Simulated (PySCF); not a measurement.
NMR data simulated for an unnamed compound:

1H NMR (300 MHz, computed): δ 4.56 (s, 2H), 4.26 (m, 2H), 1.87 (s, 3H), 1.16 (t, 3H), 0.92 (m, 2H).

13C{1H} NMR (computed): δ 220.9 (C), 90.4 (C), 71.6 (CH2), 20.5 (CH3), 10.5 (CH3), 6.2 (CH2).

Computational details: GIAO PBE0/pcSseg-1 shieldings, GFN2-xTB geometry, in PySCF 2.14 (one computed conformer, non-relativistic Hamiltonian, equivalent nuclei averaged, no solvent model).

Shifts are taken against calculated references (same method and geometry level): 1H (σ = 31.72 ppm) and 13C (σ = 186.93 ppm) against TMS.

Q: Which of these does the molecule contain: a carboxylic acid, a non-aromatic C=C double bond, a benzene ring, a Si–H bond, a three-membered ring, a CH3CH2 unit?

A: 
- A carboxylic acid: no.
- A non-aromatic C=C double bond: yes.
- A benzene ring: no.
- A Si–H bond: yes (δH 4.26 (m)).
- A three-membered ring: no.
- A CH3CH2 unit: yes (δC 10.5, 6.2; δH 1.16 (t), 0.92 (m)).

The data belong to SMILES C=C=C(C)[SiH2]CC, C6H12Si; they needn't prove each group on their own.

Carbon signals by region: 1 in the far downfield region (above 160 ppm), 2 at 50–100 ppm, 3 below 50 ppm. Above 160 ppm: 220.9, central carbon of an allene.

Shifts are as computed. Against solution values, carbons near 30 ppm lie about +3 ppm off and those near 130 ppm about +5 ppm. Of 1211 compounds with measured shifts, 218 miss one by over three times the rms of a fit or turn the order of signals round; such compounds aren't used in these exercises. Multiplicities follow the n + 1 count of equivalent neighbours, as no J values were calculated; m marks all less simple cases, F and P coupling included.
